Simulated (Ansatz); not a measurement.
Total energies of CH₆FInOSi, SMILES `[F][InH][CH2]O[SiH3]`.

Cartesian coordinates in Å:
```
F 2.683 0.435 -1.140
In 1.585 -0.809 -0.073
C 0.294 0.392 1.228
O -1.082 0.195 0.937
Si -1.561 0.195 -0.628
H 2.031 -2.433 -0.358
H 0.456 0.121 2.273
H 0.576 1.441 1.099
H -2.906 -0.412 -0.714
H -1.527 1.536 -1.261
H -0.548 -0.660 -1.362
```

Charge 0, multiplicity 1. Correlated methods include outer-core shells of In, which these sets cover unevenly. In: def2 effective core potential. Geometry: relaxed with PBE0-D4/def2-TZVP. It is one conformer, not always the lowest. Basis def2-TZVPP, Ansatz.

RPA on PBE orbitals: Hartree–Fock energy of these orbitals -693.85523 Eh, correlation -1.69934 Eh (frozen core).

| functional | energy without D4 (Eh) | D4 term (kJ/mol) |
| --- | --- | --- |
| LDA (SPW92) | -693.49358 | – |
| PBE | -696.15738 | -23.7 |
| revPBE | -696.45606 | -65.3 |
| BLYP | -696.45122 | -51.0 |
| B97M-V | -696.41435 | – |
| PBE0 | -696.19015 | -20.2 |
| B3LYP | -696.63847 | -38.5 |
| HSE06 (plane-wave form) | -696.17201 | -19.1 |
| BHLYP | -696.36311 | -32.6 |
| LC-ωPBE | -696.36216 | – |
| ωB97X-V | -696.40802 | – |
| ωB97M-V | -696.39397 | – |
| B2PLYP | -696.06858 | – |
| PBE-QIDH | -695.87559 | – |

**Question.** Give the same for r2SCAN, r2SCANh, r2SCAN0, CAM-B3LYP. (Best estimate.)

**Answer.** The calculation gave: 
```tsv
functional	energy without D4 (Eh)	D4 term (kJ/mol)
r2SCAN	-696.48535	-5.7
r2SCANh	-696.45689	-6.2
r2SCAN0	-696.41608	-6.9
CAM-B3LYP	-696.46091	-20.8
```

B3LYP takes the VWN-RPA correlation (the form of Gaussian; ORCA's B3LYP/G). HSE06 is the plane-wave form, built on full-range PBE exchange. The double hybrids freeze the cores in their second-order part.

LC-ωPBE has ω = 0.4 bohr⁻¹.
